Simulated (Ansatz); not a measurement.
Cartesian coordinates (Å):
```xyz
8

N      1.5105    -0.0792     0.4912
Sn     0.0414     0.2553    -0.9182
N     -1.6586    -0.2063     0.1718
H      2.3653     0.4418     0.3308
H      1.7637    -1.0499     0.6332
H      0.0240     2.0001    -1.0786
H     -2.4965    -0.3320    -0.3856
H     -1.5499    -1.0297     0.7554
```
Charge 0, spin multiplicity 2.

Computed with frozen-core CCSD(T)/def2-TZVPP // B3LYP-D3(BJ)/def2-TZVP run with Ansatz (a quantum-chemistry and plane-wave program).

```yaml
HF energy: -325.19052 Ha
MP2 correlation energy: -0.75180 Ha
```

**Question.** Estimate the CCSD correlation energy, the (T) correction, the total energy and the T1 diagnostic.

**Answer.** 
```json
{
 "CCSD correlation energy": "-0.76640 Ha",
 "(T) correction": "-0.02772 Ha",
 "CCSD(T) total energy": "-325.98464 Ha",
 "T1 diagnostic": "0.018"
}
```
